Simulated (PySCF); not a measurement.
Gas-phase reaction: 4 GeH3F + 3 GeH2 → 6 GeH3 + GeF4

Computed with PySCF and rigid-rotor harmonic-oscillator thermochemistry at 1 bar. † marks an energy on the PBE0/def2-TZVP geometry and frequencies; other levels use their own. CCSD(T) freezes the core. 6-31G* has spherical d functions here. Open shells (unrestricted): GeH3 (multiplicity 2); the rest are closed-shell singlets. B3LYP is the form with VWN-RPA correlation. Ge: all electrons, no relativistic terms. GeH2, GeH3: computed as isolated molecules; such fragments, hydroxides, amides, oligomers or adducts are transient or little studied in the gas. CCSD(T) isn't extrapolated to the basis-set limit.

| level | ΔH°(298 K), kJ |
|---|---|
| B3LYP/6-31G* | 283 |
| CCSD(T)/def2-TZVPP† | … |
| PBE/def2-SVP | 255 |
| PBE0/def2-SVP† | … |
| r2SCAN/def2-TZVP† | 189 |
| ωB97M-V/def2-TZVP† | … |

### Question
Fill in the missing entries.

### Answer

- CCSD(T)/def2-TZVPP†, ΔH°(298 K), kJ: 260
- PBE0/def2-SVP†, ΔH°(298 K), kJ: 236
- ωB97M-V/def2-TZVP†, ΔH°(298 K), kJ: 297
